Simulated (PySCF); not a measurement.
# Potential energy of PAu along the bond

Set-up: PySCF, scalar-relativistic core potentials, basis sets P def2-TZVPP, Au def2-TZVPP with ECP60. Energies in eV from P + Au (5d10 6s1) in their ground configurations at the same level. State: ³Σ⁻ (triplet), unpaired electrons π ↑↑.

All columns are r²SCAN0. A positive dipole means P(−)Au(+).

```json
{"R (Å)": "1.908", "E (eV)": "-1.418", "μ (D)": "1.95", "Mulliken charge on P (basis-dependent)": "-0.22", "HOMO (eV)": "-6.65", "LUMO (eV)": "-2.60", "Mayer bond order": "1.84", "⟨S²⟩": "2.01"}
{"R (Å)": "1.997", "E (eV)": "-2.022", "μ (D)": "1.91", "Mulliken charge on P (basis-dependent)": "-0.19", "HOMO (eV)": "-6.75", "LUMO (eV)": "-2.59", "Mayer bond order": "1.71", "⟨S²⟩": "2.01"}
{"R (Å)": "2.086", "E (eV)": "-2.335", "μ (D)": "1.83", "Mulliken charge on P (basis-dependent)": "-0.16", "HOMO (eV)": "-6.86", "LUMO (eV)": "-2.58", "Mayer bond order": "1.59", "⟨S²⟩": "2.01"}
{"R (Å)": "2.152", "E (eV)": "-2.434", "μ (D)": "1.75", "Mulliken charge on P (basis-dependent)": "-0.15", "HOMO (eV)": "-6.94", "LUMO (eV)": "-2.58", "Mayer bond order": "1.51", "⟨S²⟩": "2.01"}
{"R (Å)": "2.219", "E (eV)": "-2.452", "μ (D)": "1.67", "Mulliken charge on P (basis-dependent)": "-0.14", "HOMO (eV)": "-7.01", "LUMO (eV)": "-2.59", "Mayer bond order": "1.43", "⟨S²⟩": "2.01"}
{"R (Å)": "2.286", "E (eV)": "-2.408", "μ (D)": "1.58", "Mulliken charge on P (basis-dependent)": "-0.13", "HOMO (eV)": "-7.09", "LUMO (eV)": "-2.67", "Mayer bond order": "1.37", "⟨S²⟩": "2.01"}
{"R (Å)": "2.374", "E (eV)": "-2.285", "μ (D)": "1.45", "Mulliken charge on P (basis-dependent)": "-0.12", "HOMO (eV)": "-7.18", "LUMO (eV)": "-2.78", "Mayer bond order": "1.29", "⟨S²⟩": "2.01"}
{"R (Å)": "2.485", "E (eV)": "-2.065", "μ (D)": "1.30", "Mulliken charge on P (basis-dependent)": "-0.11", "HOMO (eV)": "-7.29", "LUMO (eV)": "-2.93", "Mayer bond order": "1.21", "⟨S²⟩": "2.02"}
{"R (Å)": "2.618", "E (eV)": "-1.753", "μ (D)": "1.13", "Mulliken charge on P (basis-dependent)": "-0.09", "HOMO (eV)": "-7.23", "LUMO (eV)": "-3.11", "Mayer bond order": "1.12", "⟨S²⟩": "2.03"}
{"R (Å)": "2.796", "E (eV)": "-1.323", "μ (D)": "0.88", "Mulliken charge on P (basis-dependent)": "-0.07", "HOMO (eV)": "-7.09", "LUMO (eV)": "-3.34", "Mayer bond order": "1.00", "⟨S²⟩": "2.10"}
```

A fit through these points gives, at Re = 2.202 Å, μ = 1.69 D and dμ/dR = -1.30 D/Å; the reduced mass is 26.76 u.

**Question.** How strong is the fundamental in the double-harmonic approximation, I = 42.26·(dμ/dR)²/μred km/mol?

**Answer.** I = 42.26·(-1.30)²/26.76 = 2.67 km/mol at r²SCAN0.

These are scalar-relativistic numbers at best; spin–orbit coupling would shift them, the dissociation energy most. The state is the lowest single determinant that the PBE0 search found; with open d or f shells the true ground state can be another one.
